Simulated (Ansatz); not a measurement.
Species: GaF2 (charge 0, doublet). It need not be the lowest isomer of its formula. 
Structure (B3LYP-D3(BJ)/def2-TZVP (Ansatz, a first-principles code) minimum search):
```
Ga
F 1 1.7703
F 1 1.7703 2 117.20
```
Charge 0, spin multiplicity 2.

Basis-set convergence of Hartree-Fock and CCSD correlation energies (hartree) with Ansatz. Cores are frozen in the correlated levels unless marked. Open shells are spin-unrestricted. Spin-orbit coupling is left out. The frozen core is the preceding noble-gas configuration, with the filled d and f shells of earlier blocks. No relativistic terms.

```json
[
 {"basis": "cc-pVDZ", "functions": "55", "E(HF)": "-2122.15920", "E(corr, CCSD)": "-0.42850"},
 {"basis": "cc-pVTZ", "functions": "103", "E(HF)": "-2122.30338", "E(corr, CCSD)": "-0.56418"},
 {"basis": "cc-pVQZ", "functions": "178", "E(HF)": "-2122.32699", "E(corr, CCSD)": "-0.61319"}
]
```

Extrapolating the two largest sets (X = 3 and 4) as X^-3: E(corr) = (64·(-0.61319) - 27·(-0.56418))/37 = -0.6490 Eh, an estimate of the basis-set limit. The largest set recovers 94.5 % of it, the smallest 66.0 %.
